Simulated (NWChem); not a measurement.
System: SiCl cation, singlet

NWChem input:

```
start job
memory heap 200 mb stack 900 mb global 1100 mb
charge 1
geometry units angstroms noautosym nocenter noautoz
  Si     0.000000     0.000000    -1.079983
  Cl     0.000000     0.000000     0.894192
end
basis spherical
  * library 6-311g**
end
dft
  xc xpbe96 cpbe96
  iterations 150
end
tddft
  cis
  ecut -63.0
  nroots 6
  notriplet
end
task tddft energy
```

NWChem printed, in part:

```
             Northwest Computational Chemistry Package (NWChem) 7.3.0
             --------------------------------------------------------

                             Geometry "geometry" -> ""
                             -------------------------

 Output coordinates in angstroms (scale by  1.889725989 to convert to a.u.)

  No.       Tag          Charge          X              Y              Z
 ---- ---------------- ---------- -------------- -------------- --------------
    1 Si                  14.0000     0.00000000     0.00000000    -1.07998300
    2 Cl                  17.0000     0.00000000     0.00000000     0.89419200

 Effective nuclear repulsion energy (a.u.)      63.7958566297

  pbe96 is a nonlocal functional; adding pw91lda local functional.

                                 NWChem DFT Module
                                 -----------------

 Summary of "ao basis" -> "ao basis" (spherical)
 ------------------------------------------------------------------------------
       Tag                 Description            Shells   Functions and Types
 ---------------- ------------------------------  ------  ---------------------
 Si                         6-311g**                12       26   6s5p1d
 Cl                         6-311g**                12       26   6s5p1d

            General Information
            -------------------
          SCF calculation type: DFT
          Wavefunction type:  closed shell.
          No. of atoms     :     2
          No. of electrons :    30
           Alpha electrons :    15
            Beta electrons :    15
          Charge           :     1
          Spin multiplicity:     1
          Use of symmetry is: off; symmetry adaption is: off
          Maximum number of iterations: 150
          AO basis - number of functions:    52
                     number of shells:    24
          Convergence on energy requested:  1.00D-06
          Convergence on density requested:  1.00D-05
          Convergence on gradient requested:  5.00D-04

              XC Information
              --------------
          PerdewBurkeErnzerhof Exchange Functional  1.000
            Perdew 1991 LDA Correlation Functional  1.000 local
           PerdewBurkeErnz. Correlation Functional  1.000 non-local

             Grid Information
             ----------------
          Grid used for XC integration:  medium
          Radial quadrature: Mura-Knowles
          Angular quadrature: Lebedev.
          Tag              B.-S. Rad. Rad. Pts. Rad. Cut. Ang. Pts.
          ---              ---------- --------- --------- ---------
          Si                  1.10       88           8.0       590
          Cl                  1.00       88           9.0       590
          Grid pruning is: on
          Number of quadrature shells:   176
          Spatial weights used:  Erf1

[...]

                                NWChem TDDFT Module
                                -------------------

            General Information
            -------------------
           No. of orbitals :     104
            Alpha orbitals :      52
             Beta orbitals :      52
        Alpha frozen cores :       0
         Beta frozen cores :       0
     Alpha frozen virtuals :       0
      Beta frozen virtuals :       0
         Spin multiplicity :       1
    Number of AO functions :      52
        Use of symmetry is : off
      Symmetry adaption is : off
         Schwarz screening :  0.10D-07

              XC Information
              --------------
   PerdewBurkeErnzerhof Exchange Functional   1.00
     Perdew 1991 LDA Correlation Functional   1.00 local
    PerdewBurkeErnz. Correlation Functional   1.00 non-local

             TDDFT Information
             -----------------
          Calculation type : Tamm-Dancoff TDDFT
         Wavefunction type : Restricted singlets
          No. of electrons :      30
           Alpha electrons :      15
            Beta electrons :      15
              No. of roots :       6
          Max subspacesize :    5200
            Max iterations :     100
               Target root :       1
           Target symmetry : none
             Energy Cutoff :-0.63D+02
      Symmetry restriction : off
                 Algorithm : Optimal
        Davidson threshold :  0.10D-03

    6 smallest eigenvalue differences (eV)
--------------------------------------------------------
  No. Spin  Occ  Vir  Irrep   E(Occ)    E(Vir)   E(Diff)
--------------------------------------------------------
    1    1    2   16 a       -65.767    -0.390  1778.992
    2    1    2   17 a       -65.767    -0.390  1778.992
    3    1    2   18 a       -65.767    -0.251  1782.768
    4    1    2   19 a       -65.767    -0.080  1787.430
    5    1    2   20 a       -65.767    -0.056  1788.082
    6    1    2   21 a       -65.767    -0.056  1788.082
--------------------------------------------------------

  Entering Davidson iterations
  Restricted singlet excited states

  Iter   NTrls   NConv    DeltaV     DeltaE      Time
  ----  ------  ------  ---------  ---------  ---------
    1      6       0     0.12E+00   0.10+100        0.7
    2     12       4     0.25E-02   0.76E-03        0.7
    3     14       6     0.94E-04   0.60E-06        0.5
  ----  ------  ------  ---------  ---------  ---------
  Convergence criterion met

  Ground state a        -749.067469193600 a.u.

  ----------------------------------------------------------------------------
  Root   1 singlet a             65.383856080 a.u.             1779.1860 eV
  ----------------------------------------------------------------------------
     Transition Moments    X -0.00880   Y -0.00881   Z  0.00000
     Dipole Oscillator Strength                    0.0067564722
     Electric Quadrupole                           0.0009740957
     Magnetic Dipole                               0.0016007057
     Total Oscillator Strength                     0.0093312736

[...]
```

Level: PBE/6-311G** (spherical d), restricted-window TDA. Low-valent species are run as closed-shell singlets; no triplet was tried in these runs. Coordinates come from a PBE0/def2-SVP optimisation. The quadrupole and magnetic terms of the printed total strengths depend on the origin.
